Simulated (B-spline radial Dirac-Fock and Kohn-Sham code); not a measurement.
**Xe: input and output of one calculation**

ΔSCF core binding energies without Breit or QED terms, calculated with an atomic code on a B-spline grid. Keys: rel is the Hamiltonian (dirac, or spin-free x2c and nr, where L3 and M5 stand for the whole 2p and 3d shells), method is hf or an exchange,correlation pair (spin-unpolarised, also for the hole states), nuc the nuclear model, radius_factor scales its radius, rmax is the box in bohr, h the logarithmic mesh step, order the B-spline order, points the quadrature points per cell, c_factor scales the speed of light, and damp, ndamp, maxit and tol steer the iteration. The run stops when the commutator error falls below 10·tol·max(1, Z/10), or the numerical noise floor, and the energy has settled to about 1e-8 Ha; the virial ratio is −V/T.

Input (task.json):

```json
{"items": [{"Z": 54, "q": 0, "cfg": [[1, 0, 2], [2, 0, 2], [2, 1, 6], [3, 0, 2], [3, 1, 6], [3, 2, 10], [4, 0, 2], [4, 1, 6], [4, 2, 10], [5, 0, 2], [5, 1, 6]], "A": 132, "rrms": 4.7859, "do": "settings", "holes": ["K", "L3", "M5"],
  "settings": [{"rel": "dirac", "method": "hf", "nuc": "fermi", "radius_factor": 1.0, "rmax": 45.0, "h": 0.3, "order": 8, "points": 10, "c_factor": 1.0, "maxit": 60, "damp": 0.0, "ndamp": 3, "tol": 1e-08}]}]}
```

Command: `python xray2_run.py task.json out`

Ground-state iterations:

```
iter   energy (Ha)        error
   1    -7443.38028666  1.84e+00
   2    -7445.76894743  2.41e-01
   3    -7446.52777432  1.33e-01
   4    -7446.78642740  8.06e-02
   5    -7446.86417164  4.41e-02
   6    -7446.89844671  6.39e-04
   7    -7446.89845762  1.52e-04
   8    -7446.89845809  1.33e-05
   9    -7446.89845810  2.21e-06
  10    -7446.89845810  3.06e-07
```

The ground state converged in 10 iterations, with total energy -7446.89846 Ha, virial ratio 1.94128 and highest orbital energy -11.97 eV. ΔSCF binding energies: K (1s) 34686.9 eV, L3 (2p3/2) 4796.0 eV, M5 (3d5/2) 676.7 eV.
